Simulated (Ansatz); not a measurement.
Total energies of SnH(NCO)3 (C3HN3O3Sn) from Ansatz at PBE0-D4/def2-TZVPD, gas phase (1 Eh = 27.2114 eV = 2625.5 kJ/mol). The reference geometry is relaxed at r2SCAN-D4/def2-SVP.

```xyz
11

Sn   -0.1073    0.6944    1.0313
H    -0.2592    1.6145    2.4289
N    -0.4735    1.8124   -0.6056
C    -0.5664    1.7654   -1.8150
O    -0.6722    1.7984   -2.9808
N    -1.4071   -0.8459    1.0396
C    -1.7732   -1.8185    0.4126
O    -2.1791   -2.7710   -0.1348
N     1.7549   -0.0585    0.8670
C     2.4681   -0.7628    0.1828
O     3.2150   -1.4285   -0.4259
```

```csv
state,geometry,energy (Eh)
charge 0 singlet,reference,-718.89186
charge -1 doublet,reference,-718.90997
free Sn atom (triplet),–,-214.25878
free H atom (doublet),–,-0.50104
free N atom (quartet),–,-54.54388
free C atom (triplet),–,-37.80543
free O atom (triplet),–,-75.01925
```

In the def2 sets Sn takes a core potential; there is no spin–orbit coupling.

Work out the vertical electron affinity, to the doublet.

E(charge 0 singlet) − E(charge -1 doublet) = -718.89186 − (-718.90997) = 0.01811 Eh = 0.49 eV.

What is the binding energy per atom against free atoms?

Atoms: 1 × (-214.25878) + 1 × (-0.50104) + 3 × (-54.54388) + 3 × (-37.80543) + 3 × (-75.01925) = -716.86550 Eh. Binding: -716.86550 − (-718.89186) = 2.02636 Eh = 55.14 eV, or 5.01 eV for each of 11 atoms (no zero-point energy, no counterpoise term).

At PBE0-D4/def2-TZVPD the highest occupied level of the charge -1 doublet lies above zero (up to 1.06 eV). Energy differences disagree on whether the electron is bound (positive means bound): 0.49 eV (vertical, against the charge 0 singlet, at PBE0-D4/def2-TZVPD), but -0.17 eV at LC-ωPBE (ω = 0.30 bohr⁻¹)/def2-SVP.
